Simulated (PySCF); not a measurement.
A calculated (UHF, PySCF 2.14, x2c-QZVPPall, the spin-free X2C one-electron Hamiltonian (Gaussian nucleus)) atom or ion has these occupied shells.

```json
{"shell": "1s", "electrons": "2", "orbital energy (eV)": "-25653.0", "rms radius, mean of both spins (bohr)": "0.0357"}
{"shell": "2s", "electrons": "2", "orbital energy (eV)": "-3869.7", "rms radius, mean of both spins (bohr)": "0.146"}
{"shell": "2p", "electrons": "6", "orbital energy (eV)": "-3466.5", "rms radius, mean of both spins (bohr)": "0.130"}
{"shell": "3s", "electrons": "2", "orbital energy (eV)": "-752.80", "rms radius, mean of both spins (bohr)": "0.392"}
{"shell": "3p", "electrons": "6", "orbital energy (eV)": "-616.74", "rms radius, mean of both spins (bohr)": "0.394"}
{"shell": "3d", "electrons": "10", "orbital energy (eV)": "-401.99", "rms radius, mean of both spins (bohr)": "0.376"}
{"shell": "4s", "electrons": "2", "orbital energy (eV)": "-124.27", "rms radius, mean of both spins (bohr)": "0.981"}
{"shell": "4p", "electrons": "6", "orbital energy (eV)": "-82.785", "rms radius, mean of both spins (bohr)": "1.08"}
{"shell": "4d", "electrons": "10", "orbital energy (eV)": "-22.037", "rms radius, mean of both spins (bohr)": "1.51"}
```

Name the element and its charge.

Ag⁺ (silver, charge +1), in [Kr] 4d10, closed-shell 1S.
